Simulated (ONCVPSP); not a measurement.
## Scattering properties, ONCV potential for N (Z = 7)

ONCVPSP 4.0.1 input, shortened (lines: element, Z, core and valence counts, functional; n l f; lmax; l rc ep ncon nbas qcut; lloc lpopt rc5 dvloc0; l nproj debl; icmod fcfact rcfact), LDA (Perdew-Zunger), non-relativistic:

```
  N 7.00    1    2        3      upf
    1    0    2.00
    2    0    2.00
    2    1    3.00
    2
    0    0.85    0.00    4    7    9.50
    1    2.55    0.00    3    7    5.50
    2    2.30    0.30    3    7    4.30
    4    5    0.85    6.00
    0    2    3.50
    1    2    2.30
    2    2    3.60
    1    0.55    0.00
```

The phase is arctan(r·R′/R) of the radial function R(r), unwrapped; energies in Ha, scanned from -2 to 5 Ha. A pole is an energy at which the radial function vanishes at the test radius. The pseudo phase is shifted by a multiple of π to meet the all-electron one at the reference energy, and phase errors are pseudo minus all-electron; the curves can meet again beyond the range given. Levels narrower than the energy grid can be missing from the lists of poles.

| channel | radius (bohr) | reference energy (Ha) | poles, all-electron | poles, pseudo | unbroken range about the reference energy with phases within 0.05 rad | phase error 1 Ha above the reference energy (rad) |
| --- | --- | --- | --- | --- | --- | --- |
| s | 0.86 | -0.68 | none | none | the whole range | -0.000 |
| p | 2.60 | -0.27 | -0.14, 2.11 | -0.13, 2.11 | below 0.5 | +0.051 |
| d | 2.33 | 0.30 | 1.97 | 1.92, 4.78 | below 2.9 | -0.007 |

Phases in the d channel:

```
E (Ha)  all-electron  pseudo
 -1.98         1.324   1.323
 -1.62         1.298   1.297
 -1.26         1.262   1.261
 -0.90         1.210   1.209
 -0.54         1.128   1.127
 -0.18         0.977   0.977
  0.18         0.630   0.629
  0.54        -0.233  -0.234
  0.90        -1.014  -1.020
  1.26        -1.324  -1.331
  1.62        -1.474  -1.483
  1.98        -1.575  -1.587
  2.34        -1.667  -1.685
  2.70        -1.789  -1.820
  3.06        -2.051  -2.119
  3.42        -3.117  -3.235
  3.78        -4.198  -4.201
  4.14        -4.454  -4.460
  4.50        -4.558  -4.591
  4.86        -4.618  -4.778
```
